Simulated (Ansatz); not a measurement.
Two isomers of C3H8AlN: A = `C/C=[C](\N)[AlH2]`, B = `C/C=C\[NH][AlH2]`.

Calculated with Ansatz (gas phase, PBE0-D4/def2-TZVP geometries, no zero-point term in ΔE). CBS: MP2 limit from def2 TZ/QZ plus the TZ coupled-cluster correction, frozen cores. Double bonds are as drawn, so ΔE can hold a change between cis and trans. Functionals use def2-TZVPP. Each species was taken in one conformer, which may not be the lowest.

Question: Which isomer does CCSD(T)/CBS put lower? Give the gap. (Estimate.)

Answer: Ansatz gave: B, by 22.8 kcal/mol.

Question: Give E(B) − E(A) in kcal/mol with MP2/def2-TZVPP, CCSD/def2-TZVPP, PBE-D4, B2PLYP, r2SCAN-D4, CCSD(T)/def2-TZVPP, ωB97M-V. (Best estimate.)

Answer: Ansatz gave: MP2/def2-TZVPP -23.4, CCSD/def2-TZVPP -23.7, PBE-D4 -20.9, B2PLYP -23.4, r2SCAN-D4 -22.4, CCSD(T)/def2-TZVPP -23.2, ωB97M-V -22.1. None reverses the order clearly.

Largest T1 diagnostic: 0.012.

In def2-TZVPP, CCSD(T) changes the Hartree–Fock value by +1.4 kcal/mol (the triples alone add +0.4 kcal/mol) and MP2 by +1.2 kcal/mol.
